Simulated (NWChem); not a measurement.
System: C3H5BF2; SMILES FB1CC(F)C1

Here is an NWChem input.

```
start job
memory heap 200 mb stack 900 mb global 1100 mb
geometry units angstroms noautosym nocenter noautoz
  F      0.056219    -2.380747     0.000000
  B      0.006751    -1.063871     0.000000
  C      0.030134     0.025095     1.136259
  C      0.459480     0.974384     0.000000
  F     -0.150593     2.201419     0.000000
  C      0.030134     0.025095    -1.136259
  H     -1.010325     0.270994     1.417579
  H      0.638463    -0.031438     2.049193
  H      1.550779     1.139429     0.000000
  H      0.638463    -0.031438    -2.049193
  H     -1.010325     0.270994    -1.417579
end
basis spherical
  F library 6-31g*
  B library 6-31g*
  C library 6-31g*
  H library 6-31g*
end
dft
  xc hfexch
  iterations 150
  mulliken
end
task dft energy
esp
  recalculate
  probe 0.07
  range 0.3
  factor 1.0
  spacing 0.02
end
task esp
```

The geometry was optimised at PBE0/def2-SVP.

Atomic charges in e: unrestrained fits to the electrostatic potential beside Mulliken populations; buried atoms are poorly determined by the fit.

Atoms are numbered as in the input.

Problem. Give the results of this calculation. (Hartree-Fock/6-31G* (spherical d).) Quantities: ESP F1; Mulliken F1; ESP B2; Mulliken B2; ESP C3; Mulliken C3; ESP C4; Mulliken C4; ESP F5; Mulliken F5; relative RMS misfit of the potential (%).

Solution. 
| Quantity | Value |
|---|---|
| ESP F1 | -0.35 |
| Mulliken F1 | -0.37 |
| ESP B2 | 0.69 |
| Mulliken B2 | 0.77 |
| ESP C3 | -0.52 |
| Mulliken C3 | -0.63 |
| ESP C4 | 0.68 |
| Mulliken C4 | 0.36 |
| ESP F5 | -0.39 |
| Mulliken F5 | -0.47 |
| relative RMS misfit of the potential (%) | 22 |
